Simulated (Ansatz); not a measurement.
Relaxation of FGeH₃O₂ (7 atoms, charge 0, multiplicity 1), to a largest force component of 0.02 eV/Å in at most 40 steps.

Level of theory: Ansatz, RKS BHLYP-D4/def2-SVP.

```xyz
7
Properties=species:S:1:pos:R:3
Ge 0.000 0.000 0.000
F 0.000 0.000 1.680
O 1.669 0.000 -0.589
H 1.986 -0.952 -0.706
H -0.730 1.265 -0.516
O -0.834 -1.444 -0.589
H -1.288 -1.910 0.183
```

Problem. Where does it end, and by what steps?

Solution. The forces met the threshold. After 8 steps the energy has fallen by 0.259 eV; H4 moved furthest, 0.11 Å.

```json
{"step": "0", "energy less start (eV)": "0.0000", "largest force component (eV/Å)": "2.580", "accepted": "yes"}
{"step": "1", "energy less start (eV)": "-0.2202", "largest force component (eV/Å)": "1.080", "accepted": "yes"}
{"step": "2", "energy less start (eV)": "-0.2508", "largest force component (eV/Å)": "0.252", "accepted": "yes"}
{"step": "3", "energy less start (eV)": "-0.2551", "largest force component (eV/Å)": "0.195", "accepted": "yes"}
{"step": "4", "energy less start (eV)": "-0.2568", "largest force component (eV/Å)": "0.058", "accepted": "yes"}
{"step": "5", "energy less start (eV)": "-0.2575", "largest force component (eV/Å)": "0.061", "accepted": "yes"}
{"step": "6", "energy less start (eV)": "-0.2582", "largest force component (eV/Å)": "0.170", "accepted": "yes"}
{"step": "7", "energy less start (eV)": "-0.2585", "largest force component (eV/Å)": "0.060", "accepted": "yes"}
{"step": "8", "energy less start (eV)": "-0.2586", "largest force component (eV/Å)": "0.013", "accepted": "yes"}
```

```xyz
7
Properties=species:S:1:pos:R:3
Ge -0.018 0.006 -0.060
F 0.004 -0.056 1.666
O 1.610 -0.031 -0.665
H 2.037 -0.885 -0.630
H -0.683 1.290 -0.497
O -0.830 -1.468 -0.527
H -1.316 -1.897 0.175
```

Whether the end is a true minimum wasn't checked by a vibrational analysis.

Time of the run: 36 s on 1 thread of Arm Neoverse V1 (shared host), peak memory 0.18 GiB.
